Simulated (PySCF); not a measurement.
F2H5NSi2, SMILES [SiH2](N[SiH2]F)F. The structure is a stationary point at PBE0-D3(BJ)/def2-SVP. This is a generated structure with no PubChem entry under its InChIKey; it may be hypothetical. One conformer was computed; it need not be the lowest.

### Question
Give the equilibrium geometry at PBE0-D3(BJ)/def2-SVP (PySCF confirms it by a frequency run) as bond lengths and angles, and its point group. (Estimate from the structure and the level; the computed values follow.)

### Answer
Several could match; the one computed here: point group C2.
Atoms: Si1 F2 N3 Si4 F5 H6 H7 H8 H9 H10. Bonds (Å): Si1–F2 1.626, Si1–N3 1.727, Si1–H6 1.485, Si1–H7 1.484, N3–Si4 1.727, N3–H8 1.018, Si4–F5 1.626, Si4–H9 1.485, Si4–H10 1.484. Angles (°): F2–Si1–N3 111.2, F2–Si1–H6 106.1, F2–Si1–H7 107.5, N3–Si1–H6 110.1, N3–Si1–H7 108.1, H6–Si1–H7 113.9, Si1–N3–Si4 127.8, Si1–N3–H8 116.1, Si4–N3–H8 116.1, N3–Si4–F5 111.2, N3–Si4–H9 110.1, N3–Si4–H10 108.1, F5–Si4–H9 106.1, F5–Si4–H10 107.5, H9–Si4–H10 113.9.
